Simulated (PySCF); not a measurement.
Al(OSiH3)2 (AlH₆O₂Si₂), SMILES [SiH3][O][Al][O][SiH3], multiplicity 2.

Geometry optimised at B3LYP-D3(BJ)/def2-SVP. The multiplicity is an assumed one; other spin states were not compared. The isomer is the one that the SMILES or the coordinates give; other isomers of the formula were not compared. One conformer was computed; it need not be the lowest.

All values below come from C-PCM-ωB97X/def2-SVP (PySCF).

The values are the electrostatic part of the solvation free energy, E(continuum) − E(gas) at the gas-phase geometry, in a cavity of scaled van der Waals radii (PySCF's table); cavitation and dispersion terms are not included. A continuum can't describe solvent molecules that bind to the metal. The dipole moment in vacuum is 0.71 D.

```csv
solvent,ε,ΔG(elec) (kcal/mol),dipole (D)
water,78.36,-2.2,1.05
ethanol,24.85,-2.2,1.04
ethylethanoate,5.99,-1.9,0.98
```
